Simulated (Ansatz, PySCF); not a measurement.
Reaction R1 + R2 → P1 + P2, each structure at its B3LYP-D3(BJ)/def2-TZVP stationary point, reached from a drawn start (curvature not checked).
P1: H2 (SMILES [H][H]), charge 0, multiplicity 1.
R1, H2O (SMILES O) (charge 0, multiplicity 1):
| atom | x (Å) | y (Å) | z (Å) |
|---|---|---|---|
| O | 0.0000 | 0.0000 | 0.3896 |
| H | 0.0000 | 0.7650 | -0.1949 |
| H | 0.0000 | -0.7650 | -0.1949 |
P2: BHO2 (SMILES O=BO), charge 0, multiplicity 1.
R2: BHO (SMILES B=O), charge 0, multiplicity 1.

P less R. No zero-point or thermal terms.

Correlated levels freeze the cores. CBS(a, b) extrapolates the correlation energy as X⁻³ and adds the Hartree–Fock energy of set b.

Run with Ansatz (Gaussian basis) for Hartree–Fock, density functionals and correlated methods; PySCF for the D3/D4 terms. No computed number here is a measurement.

The comparison value is -13.75 kcal/mol (CCSD(T)/CBS(cc-pVTZ, cc-pVQZ)). It is a level with limits of its own, not the exact answer.

Question: Order these levels by how close they come to the comparison value for the reaction energy, closest first: B97M-V/def2-TZVPP, r2SCAN/def2-TZVPP, BLYP-D3(BJ)/def2-TZVPP, HF/cc-pVDZ, SVWN5/def2-TZVPP. Give each level's value less the comparison value.

Answer: HF/cc-pVDZ (0.26 kcal/mol), BLYP-D3(BJ)/def2-TZVPP (-2.07 kcal/mol), r2SCAN/def2-TZVPP (-3.07 kcal/mol), B97M-V/def2-TZVPP (-3.41 kcal/mol), SVWN5/def2-TZVPP (-3.89 kcal/mol)

Ansatz is an electronic-structure program.
